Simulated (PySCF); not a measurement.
Gas-phase reaction: 4 GeH₂Cl₂ ⇌ GeCl₄ + 2 Cl₂ + Ge₃H₈

Computed with PySCF and rigid-rotor harmonic-oscillator thermochemistry at 1 bar. † marks an energy on the PBE0/def2-TZVP geometry and frequencies; other levels use their own. CCSD(T) freezes the core. 6-31G* has spherical d functions here. All species are closed-shell singlets. B3LYP is the form with VWN-RPA correlation. Ge: all electrons, no relativistic terms. CCSD(T) isn't extrapolated to the basis-set limit. The harmonic model lacks anharmonicity and excited electronic states, which grow with temperature; levels with a mode under 35 cm⁻¹ are left out. Internal rotation in Ge₃H₈ is treated as a harmonic vibration of one conformer, which makes the entropy rough.

| level | ΔE electronic, kJ | ΔH°(298 K), kJ | ΔS°(298 K), J/K | ΔG°(1800 K), kJ |
|---|---|---|---|---|
| B3LYP/6-31G* | 585 | 580 | -20 | 592 |
| B3LYP/def2-TZVP† | 565 | 560 | -22 | 576 |
| CCSD(T)/def2-SVP† | 595 | 591 | -22 | 606 |
| M06-2X/def2-TZVP† | 620 | 616 | -22 | 631 |
| PBE/def2-TZVP† | 531 | 526 | -22 | 542 |
| PBE0/def2-QZVP† | 562 | 557 | -22 | 572 |
| ωB97X-V/def2-TZVP† | 583 | 578 | -22 | 593 |
ΔH° is lowest at PBE/def2-TZVP† and highest at M06-2X/def2-TZVP†. No reference value is set beside these.
